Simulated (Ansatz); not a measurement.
`CN(C)c1ccc(/C=C/c2ccc(/C=C/c3ccc(/C=C/c4ccc(/C=C/c5ccc(/C=C/c6ccc(/C=C/C#N)cc6)cc5)cc4)cc3)cc2)cc1`. Charge 0, multiplicity 1. Geometry PBE-D4/def2-SVP; atoms count from 1.

Cartesian coordinates in Å:
```
C 4.856 16.629 -9.372
N 3.829 16.477 -8.361
C 3.024 17.617 -7.972
C 3.619 15.246 -7.771
C 2.610 15.060 -6.780
C 2.399 13.817 -6.190
C 3.170 12.678 -6.538
C 2.982 11.360 -5.952
C 2.059 10.992 -5.014
C 1.873 9.666 -4.444
C 2.679 8.542 -4.779
C 2.454 7.291 -4.215
C 1.409 7.076 -3.275
C 1.125 5.787 -2.664
C 1.777 4.606 -2.885
C 1.481 3.318 -2.277
C 0.434 3.112 -1.335
C 0.187 1.860 -0.785
C 0.969 0.726 -1.138
C 0.752 -0.605 -0.591
C -0.206 -0.980 0.309
C -0.415 -2.311 0.859
C -1.469 -2.519 1.790
C -1.714 -3.766 2.357
C -0.915 -4.891 2.026
C -1.111 -6.217 2.593
C -2.061 -6.592 3.501
C -2.239 -7.915 4.081
C -1.424 -9.033 3.763
C -1.634 -10.270 4.366
C -2.666 -10.473 5.321
C -2.820 -11.785 5.930
C -3.731 -12.152 6.880
C -3.864 -13.462 7.498
C -3.044 -14.576 7.165
C -3.201 -15.805 7.796
C -4.188 -15.999 8.799
C -4.387 -17.261 9.495
C -3.676 -18.415 9.322
C -3.945 -19.603 10.055
N -4.151 -20.595 10.653
C -5.011 -14.894 9.127
C -4.854 -13.661 8.495
C -3.488 -9.358 5.632
C -3.278 -8.122 5.030
C 0.136 -4.685 1.092
C 0.381 -3.438 0.525
C 2.013 0.930 -2.075
C 2.260 2.186 -2.628
C 0.610 8.197 -2.935
C 0.835 9.452 -3.500
C 4.172 12.873 -7.521
C 4.399 14.108 -8.124
H 4.681 15.966 -10.250
H 4.865 17.673 -9.734
H 5.873 16.397 -8.977
H 3.346 18.506 -8.544
H 3.127 17.855 -6.889
H 1.940 17.457 -8.176
H 1.979 15.902 -6.469
H 1.609 13.729 -5.430
H 3.674 10.589 -6.334
H 1.358 11.756 -4.636
H 3.501 8.658 -5.501
H 3.105 6.453 -4.507
H 0.281 5.794 -1.953
H 2.618 4.595 -3.599
H -0.198 3.959 -1.031
H -0.633 1.752 -0.059
H 1.453 -1.372 -0.962
H -0.908 -0.214 0.679
H -2.104 -1.663 2.068
H -2.541 -3.872 3.075
H -0.396 -6.978 2.238
H -2.777 -5.833 3.859
H -0.609 -8.927 3.032
H -0.983 -11.118 4.102
H -2.102 -12.543 5.572
H -4.448 -11.396 7.243
H -2.267 -14.470 6.394
H -2.543 -16.638 7.505
H -5.198 -17.270 10.244
H -2.851 -18.476 8.592
H -5.787 -15.016 9.899
H -5.506 -12.819 8.774
H -4.304 -9.465 6.362
H -3.930 -7.274 5.293
H 0.772 -5.541 0.816
H 1.209 -3.331 -0.192
H 2.639 0.073 -2.370
H 3.079 2.309 -3.355
H -0.207 8.067 -2.207
H 0.194 10.300 -3.215
H 4.796 12.015 -7.818
H 5.191 14.190 -8.879
```

Single mean-field runs in def2-SVP are fitted with def2-universal-jkfit.

(1) Estimate the Mulliken populations of the heavy atoms from the PBE0/def2-SVP orbitals of Ansatz.

(2) And the Mayer bond orders between heavy atoms (over 0.3, the first 40 of 58)?

## Answers

(1) 
```csv
atom,charge (e)
C1,0.06
N2,-0.41
C3,0.06
C4,0.21
C5,-0.09
C6,-0.03
C7,0.02
C8,0.00
C9,-0.03
C10,0.03
C11,-0.03
C12,-0.02
C13,0.02
C14,-0.01
C15,-0.01
C16,0.03
C17,-0.02
C18,-0.02
C19,0.02
C20,-0.01
C21,-0.01
C22,0.02
C23,-0.04
C24,-0.02
C25,0.02
C26,-0.01
C27,-0.01
C28,0.03
C29,-0.02
C30,-0.04
C31,0.02
C32,0.00
C33,-0.01
C34,0.03
C35,-0.02
C36,-0.01
C37,-0.01
C38,0.03
C39,-0.13
C40,-0.06
N41,-0.04
C42,-0.02
C43,-0.04
C44,-0.02
C45,-0.04
C46,-0.04
C47,-0.02
C48,-0.03
C49,-0.04
C50,-0.04
C51,-0.04
C52,-0.04
C53,-0.09
```
Mulliken values depend strongly on the basis.

(2) C1–N2 1.00 (1.45 Å); N2–C3 1.00 (1.45 Å); N2–C4 1.13 (1.38 Å); C4–C5 1.28 (1.43 Å); C4–C53 1.30 (1.42 Å); C5–C6 1.46 (1.39 Å); C6–C7 1.31 (1.42 Å); C7–C8 1.12 (1.45 Å); C7–C52 1.32 (1.42 Å); C8–C9 1.68 (1.37 Å); C9–C10 1.12 (1.46 Å); C10–C11 1.30 (1.42 Å); C10–C51 1.33 (1.42 Å); C11–C12 1.48 (1.39 Å); C12–C13 1.30 (1.42 Å); C13–C14 1.12 (1.45 Å); C13–C50 1.33 (1.42 Å); C14–C15 1.67 (1.37 Å); C15–C16 1.12 (1.46 Å); C16–C17 1.30 (1.42 Å); C16–C49 1.33 (1.42 Å); C17–C18 1.48 (1.39 Å); C18–C19 1.30 (1.42 Å); C19–C20 1.12 (1.45 Å); C19–C48 1.33 (1.42 Å); C20–C21 1.68 (1.37 Å); C21–C22 1.12 (1.46 Å); C22–C23 1.31 (1.42 Å); C22–C47 1.32 (1.42 Å); C23–C24 1.44 (1.39 Å); C24–C25 1.32 (1.42 Å); C25–C26 1.12 (1.45 Å); C25–C46 1.31 (1.42 Å); C26–C27 1.68 (1.37 Å); C27–C28 1.12 (1.46 Å); C28–C29 1.32 (1.42 Å); C28–C45 1.31 (1.42 Å); C29–C30 1.44 (1.39 Å); C30–C31 1.31 (1.42 Å); C31–C32 1.12 (1.45 Å).
